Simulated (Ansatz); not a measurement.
FH4OSbSi, SMILES `[OH][Sb]([F])[SiH3]`, charge 0, multiplicity 1.

**Question.** Give a relaxed structure at PBE0-D4/def2-TZVP (Ansatz). (Best estimate.)

**Answer.** Ansatz gave: 
Z-matrix (Å, degrees):
```
Si
Sb 1 2.614
H 1 1.488 2 110.3
H 1 1.486 2 110.8 3 -121.1
H 1 1.489 2 107.4 3 118.8
F 2 1.928 1 90.4 3 -178.8
O 2 1.950 1 95.0 3 -81.7
H 7 0.962 2 113.5 1 -33.2
```
